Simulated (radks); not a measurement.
Results of a calculation; reference values are marked as such.
Q: The mean radii <r> (bohr) of the occupied orbitals of an atom or ion are listed with their occupations. Code: a radial shooting solver on a logarithmic mesh with Libxc functionals. Model: scalar-relativistic Kohn-Sham, r2SCAN, spin-polarised, spherical densities, finite nucleus; meta-GGA in the generalised Kohn-Sham scheme; Fermi nuclear charge, rms radius of each element as measured or else 0.836 A^(1/3) + 0.57 fm.

| orbital | occ. | <r> |
|---|---|---|
| 1s | 2 | 0.1578 |
| 2s | 2 | 0.8952 |
| 2p | 6 | 0.9737 |

Name the element and its charge. Open shells, if any, are filled with parallel spins first.

A: Z = 10, neon, charge 0: Ne in [Ne]. The 1s radius gives Z: for a bare nucleus <r> = (2 gamma + 1)/(2Z) with gamma = sqrt(1 - (Z/c)^2), 0.1497 bohr for Z = 10, and screening makes it slightly larger (0.1578 here). The occupations add up to 10, and the charge is Z minus that.
